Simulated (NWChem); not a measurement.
Molecule: BGeH5; SMILES [GeH3][BH2]

All runs: NWChem. All runs use the structure optimised with PBE0/def2-SVP. Ions are spin-unrestricted doublets at the neutral geometry; other ion states weren't tried.

| level | vertical ionisation energy, ΔSCF (eV) | −ε(HOMO) (eV) | ΔSCF minus −ε(HOMO) (eV) |
|---|---|---|---|
| B3LYP/def2-SVP | 11.41 | 8.13 | 3.28 |
| PBE/def2-SVP | 10.50 | 7.14 | 3.36 |
| CAM-B3LYP/def2-SVP | 11.66 | 9.68 | 1.98 |
| LRC-wPBEh/def2-SVP | 11.61 | 10.22 | 1.39 |
